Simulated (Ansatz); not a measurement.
FH2IOSi, SMILES `O[SiH](F)I` at its PBE0-D4/def2-TZVP geometry, where that method's forces vanish. Charge 0, multiplicity 1. I takes the def2 core potential.

```xyz
6

O     1.0207    0.8573   -0.1708
Si   -0.2188   -0.1793   -0.2838
F     0.2977   -1.6756   -0.4111
I    -1.6169   -0.0979    1.7005
H     1.4978    0.9358    0.6572
H    -0.9805    0.1598   -1.4920
```

(1) What forces (eV/Å) does ωB97M-V/def2-TZVPP give on these atoms in the Gaussian-basis code of Ansatz? (Estimate.)

Answers

(1) Ansatz gave: 
```
O1   0.066  0.047  0.068
Si2 -0.238  0.103 -0.156
F3   0.024 -0.111  0.012
I4   0.058 -0.006 -0.062
H5  -0.007  0.011 -0.030
H6   0.097 -0.044  0.169
```
